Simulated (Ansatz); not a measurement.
A nudged elastic band was laid between two geometries of ClGeHO (4 atoms, charge 0, multiplicity 1).

Method: RKS r2SCAN-D4/def2-SVP in Ansatz.

```
movable images  : 7
climbing image  : yes
spring          : 5.0 eV/Å²
optimiser       : quadratic models (default)
start path      : IDPP
force threshold : 0.05 eV/Å
iteration limit : 60
end points      : relaxed
```

Initial state:

```xyz
4
Properties=species:S:1:pos:R:3
O -0.862 0.583 -0.474
Ge -0.615 -0.618 0.812
Cl 1.587 -0.865 0.589
H -0.054 0.840 -0.947
```

Final state:

```xyz
4
Properties=species:S:1:pos:R:3
O -0.066 0.603 -0.679
Ge -0.537 -0.492 0.654
Cl 1.485 -1.253 1.047
H -0.826 1.081 -1.043
```

Task: What changes between the two ends?

Result: No bond is made or broken. The dihedral H4–O1–Ge2–Cl3 changes from 0 to 180° by way of a nearly straight angle H4–O1–Ge2 (up to 171°), not by a turn about the bond.

Task: What energy profile does the band end with?

Result: It converged. The highest image is number 5 of 0 to 8, 41.3 kJ/mol above the first end and 30.1 kJ/mol above the last; the last end lies 11.2 kJ/mol above the first. A vibrational analysis at the climbing image gives 2 clearly imaginary modes (629i, 283i cm⁻¹): a point of higher order, so a lower path passes nearby.

```tsv
image	path coordinate (Å)	energy (kJ/mol)	angle H4–O1–Ge2 (°)
0	0.00	0.0	115
1	0.20	2.5	123
2	0.40	9.3	133
3	0.61	20.3	147
4	0.81	34.3	167
5	1.01	41.3	171
6	1.21	33.1	149
7	1.42	18.1	128
8	1.62	11.2	112
```

Task: What is the geometry of the highest image?

Result: 
```xyz
4
Properties=species:S:1:pos:R:3
O -0.271 0.587 -0.596
Ge -0.744 -0.484 0.687
Cl 1.236 -1.356 1.219
H -0.166 1.193 -1.329
```

The run took 89 s on 1 thread of Intel(R) Xeon(R) Platinum 8488C (Sapphire Rapids), with other jobs on the host, peak memory 0.14 GiB.
